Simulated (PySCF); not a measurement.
## Energy profile

The step: CH₆SSi ([CH3][SiH2][SH]) → CH₄SSi ([CH3][SiH][S]) + H₂; bonds formed: H2–H4; bonds broken: Si1–H2, S3–H4 (atoms numbered as in the saddle structure below).

Si1  (-0.585, -0.337, -0.185)
H2  (-0.066, -1.308, 1.120)
S3  (-0.351, -1.802, -1.556)
H4  (-0.049, -1.833, 0.300)
H5  (-1.916, -0.023, 0.395)
C6  (0.571, 1.100, -0.024)
H7  (0.327, 1.813, -0.819)
H8  (0.463, 1.606, 0.937)
H9  (1.605, 0.783, -0.167)
(Å)

Electronic energies by CCSD(T) at an estimated basis limit (MP2 extrapolated from triple and quadruple zeta, plus CCSD(T) − MP2 in triple zeta), on PBE0-D4/def2-TZVP structures; CH6SSi, singlet; no counterpoise correction. Program: PySCF 2.14 with density fitting (its default auxiliary sets; JK sets also for MP2 and CCSD(T)). Basis: def2-TZVPP and def2-QZVPP. Cores are frozen in the correlated methods. Extrapolation: Hartree–Fock as exp(−7.88 √X), correlation as X^−2.97.

(1) Give the profile in eV, counted from the start structure. (An estimate is asked for; the value comes from the calculation.)

The T1 diagnostic stays at or below 0.017.

Results:

(1) By the calculation:
```
                                                                                                   point     eV
                                                                                         start structure  0.000
                                                                                                  saddle  2.195
                                                                                           end structure  1.235
separated: CH4SSi (linked as [CH3][SiH][S]; Si1, S3, H5, C6, H7, H8, H9; singlet) + H2 (H2, H4; singlet)  1.268
```

For scale, one of the runs: CCSD(T)/def2-TZVPP, 199 basis functions, launched by `OMP_NUM_THREADS=4 python run.py`. The run took 4.7 min on 4 CPU threads of an Arm Neoverse V2 (shared host), with 2.1 GiB of host memory at its peak.
